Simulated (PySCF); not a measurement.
Hf⁵¹⁺: ionisation energy

Hf⁵¹⁺ [Ar] 3d3 [3d3/2^3, M_J = 3/2] → Hf⁵²⁺ [Ar] 3d2 [3d3/2^2, M_J = 2], as a difference of total energies. Calculation: PySCF 2.14, in an even-tempered Gaussian basis (15 s from 14 bohr⁻², ratio 2.8; 12 p from 18 bohr⁻², ratio 2.8; 8 d from 18 bohr⁻², ratio 2.8; 3 f from 57 bohr⁻², ratio 3); the two-component X2C-1e Hamiltonian. Correlated levels: [Ne] frozen; the 72 highest virtual spinors dropped. "Screened" scales the spin-orbit matrix elements by Boettger's factors to mimic the two-electron term; Breit and QED terms are absent.

| method | ionisation energy (eV) |
| --- | --- |
| GHF (spin-free) | 4679.1 |
| GMP2 (spin-free) | 4678.8 |
| GHF (screened spin-orbit) | 4705.6 |
| GMP2 (screened spin-orbit) | 4706.3 |

Breit and QED terms and the two-electron picture change are absent.

The spin-free rows relax to the high-spin LS determinant and lack the spin-orbit shift.

The labels give the starting determinants; with spin-orbit coupling the two ends relaxed to ⟨J²⟩ = 3.77, ⟨L²⟩ = 7.70, ⟨S²⟩ = 2.09 and ⟨J²⟩ = 6.01, ⟨L²⟩ = 10.15, ⟨S²⟩ = 1.54.

For comparison: 4703 ± 4 eV (theoretical estimate listed by NIST; NIST Atomic Spectra Database, ionization energies).
